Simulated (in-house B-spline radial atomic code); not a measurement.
Configurations of Tb II (Tb+), with energies counted from [Xe] (4f5/2)6 (4f7/2)3 6s1. Computed with a B-spline radial code for spherical atoms: Dirac-Hartree-Fock, average of each configuration as written, Fermi nucleus of rms radius 5.06 fm. Energies include first-order Breit, QED and recoil terms.

Occupations are held fixed; configurations that lie above the ionisation limit could autoionise.

```csv
configuration,E - E(ref) (eV),highest orbital,its <r> (bohr)
[Xe] (4f5/2)6 (4f7/2)2 6s1 (8p3/2)1,8.7545,8p3/2,15.79
[Xe] (4f5/2)6 (4f7/2)3 (6g7/2)1,9.1227,6g7/2,22
[Xe] (4f5/2)6 (4f7/2)3 (9g7/2)1,9.9626,9g7/2,55.74
[Xe] (4f5/2)1 (4f7/2)7 6s1 (6d3/2)1,10.666,6d3/2,7.551
[Xe] (4f7/2)8 6s1 (9f7/2)1,12.695,9f7/2,44.21
[Xe] (4f5/2)4 (4f7/2)4 6s1 (10p3/2)1,14.175,10p3/2,32.77
```

(1) Order these further configurations by energy, lowest first.
A. [Xe] (4f5/2)5 (4f7/2)4 8s1
B. [Kr] 4d10 (4f5/2)4 (4f7/2)5 5s2 (5p1/2)2 (5p3/2)3 6s1 (7g7/2)1
C. [Xe] (4f5/2)5 (4f7/2)4 (7d5/2)1
D. [Xe] (4f5/2)1 (4f7/2)8 6s1
E. [Kr] 4d10 (4f5/2)1 (4f7/2)8 5s2 (5p1/2)1 (5p3/2)4 6s1 (8p3/2)1

(2) How far above the reference does [Xe] (4f5/2)5 (4f7/2)4 6s1 lie?

(3) How far above the reference does [Kr] (4d3/2)4 (4d5/2)5 (4f5/2)6 (4f7/2)3 5s2 5p6 6s1 (7p3/2)1 lie?

Results:

(1) D (2.0633 eV), A (9.698 eV), C (10.062 eV), B (36.381 eV), E (37.575 eV).

(2) 1.9887 eV; its least bound orbital is 6s1/2 with <r> = 3.988 bohr.

(3) 156.57 eV; its least bound orbital is 7p3/2 with <r> = 9.52 bohr.
